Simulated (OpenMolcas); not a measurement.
# Predicting a hybrid from its neighbours: SnH2Cl2

SnH2Cl2: 5 atoms, total charge 0, spin state singlet. SMILES: `[Cl][SnH2][Cl]`. The shape is that of a PBE0-D4/def2-TZVP optimisation.

The dipole moment y, in D, basis def2-SVPD with a core potential; a is the functional's share of exact exchange. Programs: OpenMolcas 26.06.

| functional | program | a | y (D) |
| --- | --- | --- | --- |
| r2SCAN | OpenMolcas | 0 | 2.68 |
| PBE | OpenMolcas | 0 | 2.58 |
| B3LYP | OpenMolcas | 0.2 | ? |
| PBE0 | OpenMolcas | 0.25 | 2.72 |
| BHLYP | OpenMolcas | 0.5 | 2.81 |

**Question.** Fit y = c + s·a to the known rows and predict B3LYP.

**Answer.** 
1. Means of the 4 rows: a = 0.1875, y = 2.698.
2. Σ(Δa)² = 0.17188, Σ(Δa·Δy) = 0.061875, so the slope is 0.061875/0.17188 = 0.35999.
3. Intercept: 2.698 − (0.35999) × 0.1875 = 2.631. The largest residual of the fit is 0.050.
4. B3LYP: 2.631 + (0.35999) × 0.2 = 2.70 D.

The run gave 2.67 D, so the prediction is off by +0.03 D, within the largest residual. More exact exchange makes the molecule more polar here. The rows mix families of semi-local functionals, which the line can't see.
